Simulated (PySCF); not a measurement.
# Correlation energy of Zn²⁺ (zinc, charge +2)

[Ar] 3d9 4p1, one real determinant (an excited configuration). Computed with PySCF 2.14 in aug-cc-pVDZ-PP with ECP10MDF, with scalar relativity through the core potential. Frozen: 3s2 3p6; 10 electrons correlated.

MP2 pair energies summed by pair of shells (mhartree):

```csv
pair,energy,share (%)
3d-3d,-284.65,94.4
3d-4p,-16.92,5.6
```

Total MP2 correlation energy: -301.57 mhartree.

Same-spin part -113.22 and opposite-spin part -188.36 mhartree; SCS-MP2 scales them by 1/3 and 6/5 to -263.77 mhartree.

The reference is one real determinant that mixes LS terms of this configuration.
